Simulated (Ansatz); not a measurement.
Basis-set extrapolation for B$_{2}$F$_{4}$H$_{2}$O$_{2}$, SMILES `F[B-]1(F)[OH+][B-](F)(F)[OH+]1` (PBE0-D4/def2-TZVP geometry, frozen core, Ansatz). Multiplicity 1, RHF reference.

```tsv
	def2-TZVPP	def2-QZVPP
HF	-598.660358	-598.686522
MP2 correlation	-1.672653	-1.821940
CCSD(T) correlation	-1.732701	not run
```

Energies in hartree. Use E(X) = E(∞) + A·exp(−7.88·√X) for Hartree–Fock and E(X) = E(∞) + B·X^(−2.97) for correlation, with X = 3 and 4, and add CCSD(T) minus MP2 of the smaller set to the MP2 limit.

Problem. What is the CCSD(T) energy at the basis-set limit?

Solution. HF limit: -598.686522 + (-0.026164) × 0.13774 = -598.69013. MP2 limit: -1.821940 + (-0.149287) × 0.74074 = -1.93252. Higher-order term: -1.732701 − (-1.672653) = -0.06005. Total: -600.68270 hartree, 760.5 kJ/mol below CCSD(T)/def2-TZVPP.
